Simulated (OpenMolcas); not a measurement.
Cu2+: input and output

Cu2+ with its 6 nearest chloride ions at 2.535 Å, on the Y site of Cs2NaYCl6 (a = 10.7396 Å, distance in the model lattice 2.619 Å). The rest of the host is ab initio model potentials to 7.6 Å, with orthogonalisation functions on the cations behind the ligands, and point charges beyond; the distance is set by hand and nothing relaxes, and no local charge compensation is placed. Ligand basis ANO-RCC-VDZP.

Input, with the lattice sites abridged:

```
&GATEWAY
Basis set
Cu.ANO-RCC-VTZP.
Cu1 0.0 0.0 0.0 Angstrom
End of basis
Basis set
Cl.ANO-RCC-VDZP.
L1 2.535000 0.000000 0.000000 Angstrom
L2 0.000000 2.535000 0.000000 Angstrom
L3 0.000000 0.000000 2.535000 Angstrom
End of basis
Basis set
Na.EMB-AIMP.Al-Abdalla.7s4p.1s1p.ECP.Cs2NaYCl6.
PseudoCharge
* 3 symmetry-unique lattice sites within 7.6 angstrom
End of basis
Basis set
Cs.EMB-AIMP.Al-Abdalla.0s.0s.ECP.Cs2NaYCl6.
PseudoCharge
* 4 symmetry-unique lattice sites within 7.6 angstrom
End of basis
Basis set
Cl.EMB-AIMP.Al-Abdalla.0s.0s.ECP.Cs2NaYCl6.
PseudoCharge
* 12 symmetry-unique lattice sites within 7.6 angstrom
End of basis
Basis set
Y.EMB-AIMP.Al-Abdalla.0s.0s.ECP.Cs2NaYCl6.
PseudoCharge
* 6 symmetry-unique lattice sites within 7.6 angstrom
End of basis
Symmetry
XYZ
AngMom=0.0 0.0 0.0
AMFI
RICD
XField
1564 Angstrom 0
* Evjen-weighted lattice charges
&SEWARD
* reference wave functions (RASSCF and RASSI steps not shown): 9 electrons in 5 orbitals (3d)
>>> COPY JOB001 $Project.JobIph
&CASPT2
Multistate=5 1 2 3 4 5
NoMult
Frozen=17 18
IPEA=0.25
Imaginary=0.1
MaxIter=60
WThr=0.0 0.3 0.05
PrWF=0.5
NoMix
```

Launched by
```bash
OMP_NUM_THREADS=1 MOLCAS_MEM=2457 MOLCAS_PROJECT=a pymolcas a.inp > a.log  # once for each step of the input, in one work folder
```

Output, cut to the results:

```
--- CASPT2 ---
Orbital specifications:
      -----------------------

      Symmetry species                           1   2
                                                ag  au
      Frozen orbitals                           17  18
      Inactive orbitals                         13  15
      Active orbitals                            5   0
      Secondary orbitals                        61  62
      Deleted orbitals                           0   0
      Number of basis functions                 96  95
Type of calculation                        SS-CASPT2
      Fock operator                              state-specific
      IPEA shift                                 0.25
      Real shift                                 0.00
      Imaginary shift                            0.10
      The input orbitals will be transformed to quasi-canonical
Reference energy:       -4419.7460882305
      E2 (Non-variational):      -1.7020946735
      Shift correction:          -0.0018996445
      E2 (Variational):          -1.7039943180
      Total energy:           -4421.4500825485
      Residual norm:              0.0000006038
      Reference weight:           0.67568
      Contributions to the CASPT2 correlation energy
      Active & Virtual Only:         -0.3545008902
      One Inactive Excited:          -0.3389723274
      Two Inactive Excited:          -1.0086214560
Reference energy:       -4419.7460882303
      E2 (Non-variational):      -1.7020965430
      Shift correction:          -0.0018996508
      E2 (Variational):          -1.7039961938
      Total energy:           -4421.4500844241
      Residual norm:              0.0000006055
      Reference weight:           0.67568
      Contributions to the CASPT2 correlation energy
      Active & Virtual Only:         -0.3545031087
      One Inactive Excited:          -0.3389718482
      Two Inactive Excited:          -1.0086215861
::    CASPT2 Root  1     Total energy:  -4421.45008255
::    CASPT2 Root  2     Total energy:  -4421.45008442
::    CASPT2 Root  3     Total energy:  -4421.42812985
::    CASPT2 Root  4     Total energy:  -4421.42812985
::    CASPT2 Root  5     Total energy:  -4421.42812984
```

Spin-orbit levels above the lowest (labels of O, the rotations of Oh), with the averaged single-state CASPT2 energies on the diagonal:

```json
{"E (cm-1)": "0", "Degeneracy": "4", "Label": "Γ8", "2S+1": "2", "g": ""}
{"E (cm-1)": "4190", "Degeneracy": "2", "Label": "Γ7", "2S+1": "2", "g": "1.99 1.99 1.99"}
{"E (cm-1)": "5580", "Degeneracy": "4", "Label": "Γ8", "2S+1": "2", "g": ""}
```

Over all roots computed the reference weight is 0.68; a low but even weight reflects the number of correlated electrons. An orbital doublet at a regular site is open to a Jahn-Teller distortion, which this geometry leaves out. A single d shell leaves out the double-shell effect, which counts most for late 3d ions, where the CASPT2 field can be off either way by tens of per cent. Ligand-to-metal charge-transfer states are missing. With one d shell and no ligand orbital active, 10Dq can be off by tens of per cent for divalent 3d ions, low with halides held by bare charges and at times high in hosts, and the orbital part of g and χT goes as 1/10Dq. Free-ion shares, where given, are those of the reference states; single-state CASPT2 does not remix them. No measured value stands beside these numbers; the geometry was set by hand and not optimised.

The CASPT2 steps took 37 s on 1 thread of Arm Neoverse V1, on a shared host; the integral step is not counted.
